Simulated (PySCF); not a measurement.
C3H2N3, SMILES [c]1ncncn1, multiplicity 2. Coordinates come from a B3LYP-D3(BJ)/def2-SVP optimisation. The isomer is the one that the SMILES or the coordinates give; other isomers of the formula were not compared.

### Question
Give the equilibrium geometry at B3LYP-D3(BJ)/def2-SVP (PySCF confirms it by a frequency run) as Cartesian coordinates in Å, and its point group. (The exact figures need the calculation; the answer reports its results.)

### Answer
point group C2v.
```xyz
8

C      0.0000     0.0000    -1.3181
N      0.0000    -1.1781    -0.7523
C      0.0000    -1.1287     0.5904
N      0.0000     0.0000     1.2975
C      0.0000     1.1287     0.5904
N      0.0000     1.1781    -0.7523
H      0.0000    -2.0795     1.1364
H      0.0000     2.0795     1.1364
```
Charge 0, spin multiplicity 2.
